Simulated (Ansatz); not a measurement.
Two structures of SnSiH$_{8}$O, singlet, reached by relaxing down either side of one saddle point (PBE0-D4/def2-TZVP). Energies are electronic, without zero-point energy. Ansatz 0.2.0; basis: def2-TZVPP and def2-QZVPP; cores frozen in the correlated methods. Filled d shells of the heavier atoms are correlated. Core potentials replace the inner electrons of the atoms past krypton. The def2 sets are not built for correlating such inner shells, so the correlated values are less sure here. Extrapolation: Hartree–Fock as exp(−7.88 √X), correlation as X^−2.97. First:

```tsv
atom	x (Å)	y (Å)	z (Å)
Sn1	-0.6466	-1.6949	-0.5990
O2	1.2950	-1.9630	-0.4053
H3	-1.3968	-3.2290	-0.6731
H4	-1.2104	-0.8108	0.7526
H5	-0.7759	-0.8238	-2.0505
H6	1.1608	1.0959	0.1128
Si7	0.2427	2.1911	0.5164
H8	1.5340	-2.4348	0.3951
H9	0.9273	3.5005	0.3681
H10	-0.9649	2.1663	-0.3489
H11	-0.1653	2.0027	1.9317
```

Second:

| atom | x (Å) | y (Å) | z (Å) |
| --- | --- | --- | --- |
| Sn1 | -1.3430 | -0.7200 | -0.4678 |
| O2 | 1.8262 | -0.9741 | -0.0869 |
| H3 | -1.1094 | -2.0529 | 0.5707 |
| H4 | -3.0367 | -0.4969 | -0.6288 |
| H5 | -0.7357 | -1.0960 | -2.0167 |
| H6 | 2.4575 | -0.4987 | -0.6321 |
| Si7 | -0.2448 | 1.3909 | 0.4734 |
| H8 | 2.2350 | -1.0456 | 0.7789 |
| H9 | 0.7706 | 1.9241 | -0.4743 |
| H10 | -1.2461 | 2.4671 | 0.7140 |
| H11 | 0.4263 | 1.1021 | 1.7696 |

**Question.** Which bonds change from the first to the second?

**Answer.** SnH₄O ([OH][SnH3]) + SiH₄ → SnSiH₆ ([SiH3][SnH3]) + H₂O; bonds formed: Sn1–Si7, O2–H6; bonds broken: Sn1–O2, H6–Si7.

**Question.** Give the saddle point's structure and its height above each. (To be estimated.)

**Answer.** The calculation gives: 169.4 kJ/mol above the first and 191.1 kJ/mol above the second (CCSD(T) at an estimated basis limit (MP2 extrapolated from triple and quadruple zeta, plus CCSD(T) − MP2 in triple zeta)).
Sn1  (-0.787, -1.213, -0.535)
O2  (1.321, -1.128, -0.187)
H3  (-0.719, -2.921, -0.664)
H4  (-1.811, -0.800, 0.758)
H5  (-1.092, -0.500, -2.040)
H6  (1.121, -0.047, 0.132)
Si7  (0.201, 1.658, 0.411)
H8  (1.696, -1.688, 0.508)
H9  (1.205, 2.697, 0.015)
H10  (-1.071, 2.069, -0.271)
H11  (-0.066, 1.873, 1.870)
(Å)

T1 diagnostic: at most 0.015.

Labels in which every atom is bracketed show which atoms are joined, not bond orders.

For scale, one of the runs: CCSD(T)/def2-TZVPP, 235 basis functions, launched by `ansatz run in.yaml --threads 4 --pin off --events-out ev --progress --plain --max-ram 9574MiB`. Time: 3.5 min of wall clock on 4 CPU threads of an Arm Neoverse N1; the host was shared. Peak host memory: 4.5 GiB.
